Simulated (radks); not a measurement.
Problem. The lead ion Pb63+, configuration [Ar] 3d1. All-electron calculation, scalar-relativistic Kohn-Sham, PBE, spin-polarised, spherical densities, finite nucleus; open shells are filled with parallel spins first (spin-orbit coupling, left out, can overturn this in heavy ions); Fermi nuclear charge, rms radius 5.5012 fm. Program: a radial shooting solver on a logarithmic mesh with Libxc functionals. Some entries of the table are withheld. Estimate them.

orbital  occ.  eigenvalue (Ry)  r(max) (bohr)  <r> (bohr)
1s up       1        -6832.325       0.009847     0.01605
1s down     1        -6832.320       0.009847     0.01605
2s up       1        -1508.209        0.05698     0.06712
2s down     1        -1507.718        0.05697     0.06711
2p up       3              (1)        0.04741     0.06087
2p down     3              (2)        0.04740     0.06085
3s up       1        -585.5519         0.1554      0.1646
3s down     1        -584.9805         0.1554      0.1647
3p up       3        -538.1190         0.1539      0.1638
3p down     3        -537.5438         0.1540      0.1639
3d up       1        -498.4238         0.1230      0.1455
3d down     0        -497.6776         0.1231      0.1456

Solution. 
(1) 2p up eigenvalue (Ry): -1345.481
(2) 2p down eigenvalue (Ry): -1345.083
